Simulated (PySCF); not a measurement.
Input for PySCF: U-HF/6-31G* on KF, a point of a bond scan (R = 4.404 Å).

```python
from pyscf import gto, scf, dft, mp
from pyscf.data.elements import chemcore

mol = gto.M(
    atom='''
    K    -0.00000000   -0.00000000   -0.70772998
    F     0.00000000    0.00000000    3.69592322
    ''',
    basis='6-31g*',
    cart=True,
    charge=0, spin=0, verbose=3, max_memory=1800)
mf = scf.UHF(mol)
mf.conv_tol = 1e-8
mf.max_cycle = 100
mf.init_guess_breaksym = True
mf.kernel()
if not mf.converged:
    mf = mf.newton().run(mf.mo_coeff, mf.mo_occ)
for _ in range(4):
    mo, _, stable, _ = mf.stability(return_status=True)
    if stable:
        break
    mf.kernel(mf.make_rdm1(mo, mf.mo_occ))
```

The log:

```
converged SCF energy = -698.454845674924  <S^2> = 4.5913495e-10  2S+1 = 1
<class 'pyscf.scf.uhf.UHF'> wavefunction is stable in the internal stability analysis
```

Self-consistency was reached.

Cost: about 0.5 core-seconds (a rough figure).
